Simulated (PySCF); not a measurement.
## Broadened absorption spectrum of TMS-CH2F

Compound: TMS-CH2F, C₄H₁₁FSi.
SMILES: `C[Si](C)(C)CF`

Method used: PySCF, TDDFT wB97X-D/def2-SVPD, vertical, gas phase, core orbitals frozen in the response. Geometry: PBE0-D3(BJ)/def2-SVP; no solvent, vibrations or thermal averaging. Torsions of this conformer, `[CH3:1][Si:2]([CH3:3])([CH3:4])[CH2:5][F:6]`: C1–Si2–C5–F6 179°.

Computed states:

```json
{"state": "S1", "E (eV)": "7.93", "f": "0.029"}
{"state": "S2", "E (eV)": "8.10", "f": "0.038"}
{"state": "S3", "E (eV)": "8.47", "f": "0.104"}
{"state": "S4", "E (eV)": "8.51", "f": "0.089"}
{"state": "S5", "E (eV)": "8.95", "f": "0.016"}
{"state": "S6", "E (eV)": "8.99", "f": "0.0081"}
{"state": "S7", "E (eV)": "9.14", "f": "0.0000"}
{"state": "S8", "E (eV)": "9.20", "f": "0.042"}
{"state": "S9", "E (eV)": "9.37", "f": "0.0019"}
{"state": "S10", "E (eV)": "9.52", "f": "0.015"}
```

Broadening: Gaussians 0.4 eV wide at half height, area fixed by f = 4.319×10⁻⁹ ∫ε dν̃. The cross-section is σ = 3.8235×10⁻²¹ ε cm², given in Mb (10⁻¹⁸ cm²). The width is an assumption, not a result. The curve ends short of the highest state used, and states not computed would add to its high-energy end.

Task: Give the broadened spectrum and its maxima.

Result: 
E (eV), σ (Mb) and a bar:
```
     7.33       0.01 
     7.39       0.05 
     7.44       0.12 
     7.50       0.31 
     7.55       0.64 
     7.61       1.38 #
     7.66       2.40 #
     7.72       4.23 ###
     7.77       6.25 ####
     7.83       9.10 #####
     7.88      11.56 #######
     7.94      14.20 ########
     7.99      15.89 #########
     8.04      17.09 ##########
     8.10      18.27 ###########
     8.15      19.70 ############
     8.21      22.99 ##############
     8.26      27.56 ################
     8.32      35.00 #####################
     8.37      41.70 #########################
     8.43      48.06 #############################
     8.48      50.20 ##############################
     8.54      47.86 #############################
     8.59      42.24 #########################
     8.65      33.00 ####################
     8.70      25.15 ###############
     8.75      18.61 ###########
     8.81      13.42 ########
     8.86      11.34 #######
     8.92      10.90 #######
```

Maxima: 146 nm (8.48 eV), ε about 13000, made up of S3 (53%) and S4 (45%) (ε in L mol⁻¹ cm⁻¹; maxima over ε = 5, shares over 10%). At its high-energy end, 8.92 eV, the curve is still rising (ε about 2900, from S4, S5, S6 and S8).

Task: Coming from long wavelengths, where does ε first pass 100 L mol⁻¹ cm⁻¹?

Result: At about 165 nm (7.51 eV), 0.42 eV below S1.

Task: What would ε be at 8.48 eV, the highest of these maxima, with half the width (0.2 eV)?

Result: About 25100 L mol⁻¹ cm⁻¹ against 13100, a factor of about 1.9; a lone state at its own centre would give exactly 2.

The vertical ionisation energy (ΔSCF) is 10.25 eV, 0.73 eV above S10.
